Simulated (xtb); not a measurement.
C$_{4}$H$_{6}$O$_{4}$Zn, singlet, at a GFN2-xTB geometry (such geometries of metal compounds can be far from the true shape); GFN2-xTB run with xtb.

Input for xtb:
```
$ xtb mol.xyz --gfn 2 --acc 1000 --json

# file mol.xyz
15

Zn    -0.00213218    -0.00048230    -0.00043732
C      0.08934617     2.30448338    -2.97259434
C      0.06009732     1.38124227    -1.78941451
O     -0.46857821     0.24796281    -1.88649319
O      0.55172751     1.74434914    -0.69403404
H      0.96313590     2.94601111    -2.91637612
H      0.08149978     1.72611245    -3.89097181
H     -0.80395332     2.92537882    -2.93898522
C     -0.08766604    -2.30410334     2.97293894
C     -0.05001408    -1.37896146     1.79148265
O     -0.99391024    -0.57877535     1.58652740
O      0.91903789    -1.41166436     0.99569749
H      0.92365326    -2.51922243     3.30336872
H     -0.67811424    -1.86106568     3.76860234
H     -0.55905197    -3.23368843     2.65942406
```

What does xtb print? Leave out banner, timings and long lists.


```
   ID    Z sym.   atoms
    1   30 Zn     1
    2    6 C      2, 3, 9, 10
    3    8 O      4, 5, 11, 12
    4    1 H      6-8, 13-15

           -------------------------------------------------
          |                Calculation Setup                |
           -------------------------------------------------

           -------------------------------------------------
          |                 G F N 2 - x T B                 |
           -------------------------------------------------

          ...................................................
          :                      SETUP                      :
          :.................................................:
          :  # basis functions                  42          :
          :  # atomic orbitals                  42          :
          :  # shells                           24          :
          :  # electrons                        48          :
          :  max. iterations                   250          :
          :  Hamiltonian                  GFN2-xTB          :
          :  restarted?                      false          :
          :  GBSA solvation                  false          :
          :  PC potential                    false          :
          :  electronic temp.          300.0000000     K    :
          :  accuracy                 1000.0000000          :
          :  -> integral cutoff          0.2000000E+02      :
          :  -> integral neglect         0.1000000E-04      :
          :  -> SCF convergence          0.1000000E-02 Eh   :
          :  -> wf. convergence          0.1000000E+00 e    :
          :  Broyden damping             0.4000000          :
          :  net charge                          0          :
          :  unpaired electrons                  0          :
          ...................................................

 iter      E             dE          RMSdq      gap      omega  full diag
   1    -28.5301951 -0.285302E+02  0.562E+00    4.54       0.0  T
   2    -28.7021155 -0.171920E+00  0.307E+00    5.15       1.0  T
   3    -28.7581001 -0.559846E-01  0.172E+00    5.19       1.0  T
   4    -28.7697732 -0.116731E-01  0.524E-01    5.40       1.0  T
   5    -28.7744131 -0.463996E-02  0.111E-01    5.36       1.0  T
   6    -28.7745368 -0.123680E-03  0.648E-02    5.38       1.0  T
   7    -28.7745428 -0.600301E-05  0.120E-02    5.37       2.1  T

   *** convergence criteria satisfied after 7 iterations ***

         :::::::::::::::::::::::::::::::::::::::::::::::::::::
         ::                     SUMMARY                     ::
         :::::::::::::::::::::::::::::::::::::::::::::::::::::
         :: total energy             -28.532495323724 Eh    ::
         :: gradient norm              0.000148723055 Eh/a0 ::
         :: HOMO-LUMO gap              5.370933209236 eV    ::
         ::.................................................::
         :: SCC energy               -28.774601078003 Eh    ::
         :: -> isotropic ES            0.164940859684 Eh    ::
         :: -> anisotropic ES         -0.005321233043 Eh    ::
         :: -> anisotropic XC          0.001043730387 Eh    ::
         :: -> dispersion             -0.009288577463 Eh    ::
         :: repulsion energy           0.242105754278 Eh    ::
         :: add. restraining           0.000000000000 Eh    ::
         :: total charge              -0.000000000000 e     ::
         :::::::::::::::::::::::::::::::::::::::::::::::::::::

           -------------------------------------------------
          |                Property Printout                |
           -------------------------------------------------

    * Orbital Energies and Occupations

         #    Occupation            Energy/Eh            Energy/eV
      -------------------------------------------------------------
         1        2.0000           -0.7556334             -20.5618
       ...           ...                  ...                  ...
[...]
        33                          0.1400190               3.8101
        34                          0.1781479               4.8477
        35                          0.1781664               4.8482
       ...                                ...                  ...
        42                          0.8632257              23.4896
      -------------------------------------------------------------
                  HL-Gap            0.1973782 Eh            5.3709 eV
             Fermi-level           -0.3490328 Eh           -9.4977 eV

     #   Z          covCN         q      C6AA      α(0)
     1  30 Zn       4.144     0.405   120.179    21.415
     2   6 C        3.753    -0.141    23.282     6.881
     3   6 C        3.368     0.385    18.182     6.673
     4   8 O        1.552    -0.367    20.286     6.077
     5   8 O        1.553    -0.367    20.287     6.077
     6   1 H        0.925     0.094     1.845     2.124
     7   1 H        0.925     0.093     1.849     2.127
     8   1 H        0.925     0.101     1.775     2.083
     9   6 C        3.753    -0.141    23.282     6.881
    10   6 C        3.368     0.385    18.182     6.673
    11   8 O        1.552    -0.367    20.286     6.077
    12   8 O        1.553    -0.367    20.287     6.077
    13   1 H        0.925     0.094     1.845     2.124
    14   1 H        0.925     0.093     1.850     2.127
    15   1 H        0.925     0.101     1.775     2.083

 Mol. C6AA /au·bohr⁶  :       3003.325031
 Mol. C8AA /au·bohr⁸  :      90371.081830
 Mol. α(0) /au        :         85.497843

Wiberg/Mayer (AO) data.
largest (>0.10) Wiberg bond orders for each atom

 ---------------------------------------------------------------------------
     #   Z sym  total        # sym  WBO       # sym  WBO       # sym  WBO
 ---------------------------------------------------------------------------
     1  30 Zn   1.956 --     5 O    0.447    12 O    0.447    11 O    0.447
                             4 O    0.447
     2   6 C    3.959 --     3 C    0.981     7 H    0.975     6 H    0.973
                             8 H    0.948
     3   6 C    3.907 --     4 O    1.432     5 O    1.432     2 C    0.981
     4   8 O    2.278 --     3 C    1.432     1 Zn   0.447     5 O    0.257
     5   8 O    2.278 --     3 C    1.432     1 Zn   0.447     4 O    0.257
     6   1 H    0.991 --     2 C    0.973
     7   1 H    0.991 --     2 C    0.975
     8   1 H    0.989 --     2 C    0.948
     9   6 C    3.959 --    10 C    0.981    14 H    0.975    13 H    0.973
                            15 H    0.948
    10   6 C    3.907 --    11 O    1.432    12 O    1.432     9 C    0.981
    11   8 O    2.278 --    10 C    1.432     1 Zn   0.447    12 O    0.257
    12   8 O    2.278 --    10 C    1.432     1 Zn   0.447    11 O    0.257
    13   1 H    0.991 --     9 C    0.973
    14   1 H    0.991 --     9 C    0.975
    15   1 H    0.989 --     9 C    0.948
 ---------------------------------------------------------------------------

Topologies differ in total number of bonds
Writing topology from bond orders to xtbtopo.mol

molecular dipole:
                 x           y           z       tot (Debye)
 q only:       -0.033      -0.007      -0.007
   full:       -0.051      -0.012      -0.010       0.136
molecular quadrupole (traceless):
                xx          xy          yy          xz          yz          zz
 q only:      -11.342       0.421       1.825      -0.529     -16.589       9.517
  q+dip:      -10.232       0.332       1.924      -0.404     -15.032       8.308
   full:      -10.274       0.332       1.936      -0.405     -15.094       8.339

           -------------------------------------------------
          | TOTAL ENERGY              -28.532495323724 Eh   |
          | GRADIENT NORM               0.000148723055 Eh/α |
          | HOMO-LUMO GAP               5.370933209236 eV   |
           -------------------------------------------------

normal termination of xtb
```
